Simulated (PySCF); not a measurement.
PySCF 2.14 output of an unrestricted PBE calculation on a single atom or ion in aug-cc-pVDZ-DK, with the spin-free X2C one-electron Hamiltonian (Gaussian nucleus):

```
SCF conv_tol = 1e-09
number electrons alpha = 2  beta = 2
    J. P. Perdew, K. Burke, and M. Ernzerhof.,  Phys. Rev. Lett. 77, 3865 (1996)
    J. P. Perdew, K. Burke, and M. Ernzerhof.,  Phys. Rev. Lett. 78, 1396 (1997)
    J. P. Perdew, K. Burke, and M. Ernzerhof.,  Phys. Rev. Lett. 77, 3865 (1996)
    J. P. Perdew, K. Burke, and M. Ernzerhof.,  Phys. Rev. Lett. 78, 1396 (1997)
cycle= 1 E= -24.2956641154343  delta_E= -0.000714  |g|= 0.000941  |ddm|= 0.179
cycle= 2 E= -24.295665092814  delta_E= -9.77e-07  |g|= 0.000122  |ddm|= 0.0136
cycle= 3 E= -24.2956651080559  delta_E= -1.52e-08  |g|= 1.78e-06  |ddm|= 0.00156
cycle= 4 E= -24.2956651080584  delta_E= -2.55e-12  |g|= 5.53e-09  |ddm|= 1.86e-05
converged SCF energy = -24.2956651080584  <S^2> = -8.437695e-15  2S+1 = 1
```

The run itself started from symmetry-adapted Hartree-Fock orbitals and held the occupation by maximum overlap, on a logarithmic radial grid, so the iterations belong to that start.

Task: Which element, charge and spin multiplicity is this?

Result: B⁺ (boron, charge +1), multiplicity 1; the state was [He] 2s2, closed-shell 1S.
